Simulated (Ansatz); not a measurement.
Start from `B[SiH]1C[SiH2][SiH2]1` and change one atom or group to get `F[SiH]1C[SiH2][SiH2]1`.

Ansatz, PBE0-D4/def2-TZVP geometries, multiplicity 1. 

| property | `B[SiH]1C[SiH2][SiH2]1` |
| --- | --- |
| size of the dipole moment (ωB97M-V/def2-TZVPP) / D | 2.66 |
| HOMO–LUMO gap (ωB97M-V/def2-TZVPP) / eV | 8.49 |
| HOMO energy (B3LYP/def2-TZVPP) / eV | -6.71 |
| HOMO energy (PBE0/def2-TZVPP) / eV | -6.91 |
| HOMO energy (PBE/def2-TZVPP) / eV | -5.99 |
| HOMO energy (ωB97M-V/def2-TZVPP) / eV | -8.83 |

Question: Give the same properties after the change, and the shifts. (Estimate.)

Answer: The calculation gave: 
```csv
property,`F[SiH]1C[SiH2][SiH2]1`,shift
size of the dipole moment (ωB97M-V/def2-TZVPP) / D,1.48,-1.18
HOMO–LUMO gap (ωB97M-V/def2-TZVPP) / eV,10.22,1.73
HOMO energy (B3LYP/def2-TZVPP) / eV,-7.15,-0.44
HOMO energy (PBE0/def2-TZVPP) / eV,-7.34,-0.43
HOMO energy (PBE/def2-TZVPP) / eV,-6.30,-0.31
HOMO energy (ωB97M-V/def2-TZVPP) / eV,-9.29,-0.46
```

With PBE0 the HOMO falls by 0.43 eV and the LUMO rises by 1.20 eV, so the gap widens by about 1.63 eV. PBE moves the HOMO by -0.31 eV and ωB97M-V by -0.46 eV. Dipoles are sizes alone; their direction can turn.

B3LYP here is the variant with VWN-RPA as its local correlation; programs differ in this.
